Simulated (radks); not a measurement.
Charge is removed step by step from the 4s level of neutral zinc, starting from [Ar] 3d10 4s2. Calculated with a radial shooting solver on a logarithmic mesh with Libxc functionals: scalar-relativistic Kohn-Sham, r2SCAN, spin-unpolarised, spherical densities, finite nucleus; meta-GGA in the generalised Kohn-Sham scheme; Fermi nuclear charge, rms radius 3.9283 fm.

\begin{tabular}{lrrr}
removed (e) & E - E(0) (eV) & eigenvalue (eV) & E minus straight line (eV) \\ \hline
0 & 0.000 & -6.220 & 0.000 \\
0.25 & 1.784 & -8.066 & -0.713 \\
0.5 & 4.037 & -9.966 & -0.958 \\
0.75 & 6.770 & -11.904 & -0.723 \\
1 & 9.991 & -13.873 & 0.000 \\
\end{tabular}

Removing the whole electron costs 9.991 eV by Delta-SCF, against 6.220 eV from minus the eigenvalue at the starting occupation. Slater's transition state (half an electron removed) gives 9.966 eV. Integrating minus the eigenvalue over the occupation (Janak's theorem) gives 9.992 eV. In this scalar-relativistic scheme the density is built from large components alone, so the theorem holds only approximately. The mean slope of the eigenvalue, de/dn, is 7.65 eV per electron. Ionisation energy of Zn in the NIST Atomic Spectra Database: 9.394 eV (measured).

Beside tabulated values, note that spin-unpolarised runs miss the spin-polarisation part of the exchange energy of open shells.
